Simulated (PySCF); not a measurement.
# Telling isomers of C6H13N apart by NMR

All values are calculated (PySCF): GIAO PBE0/pcSseg-1 shieldings, coordinates at the GFN2-xTB level. Non-relativistic Hamiltonian, rapidly exchanging positions averaged, one computed conformer, no solvent.

Scale: ¹H (σref 31.72), ¹³C (σref 186.93) against TMS (reference shieldings calculated alike). Where no couplings were computed, multiplicities follow the n + 1 count of equivalent neighbours, and m marks all less simple cases (inequivalent or close neighbours, rings, F or P nearby). Shifts are as computed. Against solution values, carbons near 30 ppm lie about +3 ppm off and those near 130 ppm about +5 ppm (rms about the fit 2.1 ppm; single classes can miss by 10 ppm). Of 1328 compounds with measured shifts, 309 miss one by over three times the rms of a fit or turn the order of signals round; such compounds aren't used in these exercises. Signals without a measured value on file couldn't be tested in this way; 1H shifts scatter by 0.2 ppm about their fit, and single ones miss by 0.5 ppm. OH and NH positions are gas-phase values without hydrogen bonding to other molecules.

(1) Tabulate the signals of `C=CCCN(C)C`, `C=C(C)[C@H](C)NC` and their relative energies.

(2) What is the quickest way to tell C=CCCN(C)C from C=C(C)[C@H](C)NC?

## Answers

(1) 
```tsv
SMILES	carbon types	δC	δH	E rel. (kcal/mol)
C=CCCN(C)C	1×CH 3×CH2 2×CH3	146.4, 121.7, 63.3, 44.2, 28.7	5.96 (m, 1H), 5.39 (m, 1H), 5.24 (m, 1H), 2.81 (t, 2H), 2.37 (s, 6H), 2.18 (m, 2H)	10.4
C=C(C)[C@H](C)NC	1×C 1×CH 1×CH2 3×CH3	160.0, 117.4, 66.8, 37.2, 24.1, 16.9	5.27 (m, 1H), 5.13 (m, 1H), 3.09 (q, 1H), 2.41 (s, 3H), 1.96 (s, 3H), 1.20 (d, 3H), 0.18 (br s, 1H)	0.0
```

Energies are electronic energies at PBE0/pcSseg-1 on these geometries, without zero-point or thermal terms, each for the one conformer computed, which needn't be the lowest.

(2) Count the carbon signals: 5 against 6. The first has an alkene CH at 146.4 ppm, the second a fully substituted alkene carbon (C) at 160.0 ppm. In the proton spectra the most deshielded non-exchanging signals are 5.96 (m, 1H) and 5.27 (m, 1H).
